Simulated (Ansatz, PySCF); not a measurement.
Diatomic Zr$_{2}$, closed-shell singlet (lowest of 2S+1 = 1, 3, 5, 7, 9 at CCSD(T)/def2-TZVPP on PBE0 minima; our sources give no spin for the ground state, which may be another). No spin–orbit coupling.

Constants: fifth-degree fit in 1/R to seven points, most abundant isotopes. Runs in def2 and cc sets follow the lowest solution found near the PBE0 minimum. The singlet is held restricted.

Codes used: Ansatz (a program for electronic structure); PySCF for 3-21G rows.  In def2 rows elements past Kr take small-core potentials, without spin–orbit coupling.

| level | r_e (Å) | ω_e (cm⁻¹) | ω_e x_e (cm⁻¹) | B_e (cm⁻¹) |
|---|---|---|---|---|
| HF/3-21G | 2.239 | 433 | 0.32 | 0.0748 |
| SVWN5/def2-TZVPP | 2.268 | 376 | 0.50 | 0.0729 |
| PBE/def2-TZVPP | 2.291 | 362 | 0.48 | 0.0715 |
| r2SCAN/def2-TZVPP | 2.277 | 378 | 0.45 | 0.0723 |
| B3LYP/def2-TZVPP | 2.279 | 372 | 0.45 | 0.0722 |
| PBE0/def2-TZVPP | 2.260 | 382 | 0.42 | 0.0734 |
| BHLYP/def2-TZVPP | 2.249 | 390 | 0.37 | 0.0742 |
| CAM-B3LYP/def2-TZVPP | 2.249 | 393 | 0.38 | 0.0742 |
| wB97X-V/def2-TZVPP | 2.240 | 400 | 0.32 | 0.0748 |
| wB97M-V/def2-TZVPP | 2.240 | 398 | 0.34 | 0.0747 |
| B2PLYP/def2-TZVPP | 2.338 | 313 | 0.93 | 0.0686 |

Correlated levels freeze the inner cores; with def2 sets outer-core shells near the valence are correlated too. Rows in 3-21G carry no dispersion term and start afresh at each structure; the Pople sets are all-electron and without relativity.

Doubts at one or more of the structures used: a restricted determinant that unrestricted orbitals would lower (B2PLYP/def2-TZVPP).
